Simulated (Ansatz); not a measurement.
Cartesian coordinates in Å:
```
C -0.974 -2.388 -1.302
O -0.011 -1.442 -0.901
Si 0.384 -1.159 0.669
C 1.414 0.402 0.668
C 0.853 1.553 -0.181
Si -0.748 2.265 0.372
F -1.975 1.305 0.108
F -0.743 2.586 1.920
F -1.055 3.617 -0.385
H -0.643 -3.411 -1.090
H -1.124 -2.291 -2.379
H -1.934 -2.219 -0.801
H 1.169 -2.289 1.244
H -0.856 -0.996 1.481
H 1.551 0.716 1.708
H 2.411 0.135 0.300
H 0.716 1.227 -1.217
H 1.564 2.386 -0.216
```

The species carries charge 0 and has multiplicity 1.

Problem. List the PBE/def2-TZVPP orbital energies in eV (Ansatz 0.2.0). (Estimate.)

Solution. Ansatz gave: Occupied: -1781.78, -1779.87, -660.21, -660.20, -660.20, -510.39, -270.26, -269.41, -269.23, -139.28, -137.56, -96.06, -96.06, -95.95, -94.33, -94.27, -94.27, -30.49, -29.76, -29.75, -25.44, -19.37, -17.10, -15.93, -13.95, -13.19, -12.33, -12.31, -11.83, -11.39, -11.16, -11.01, -10.88, -10.87, -10.76, -10.69, -10.15, -10.07, -9.79, -9.44, -8.51, -8.14, -7.73, -7.28, -6.70. Lowest empty: -0.45, -0.22, 0.57, 0.73, 0.91, 1.09, 1.40, 1.63.
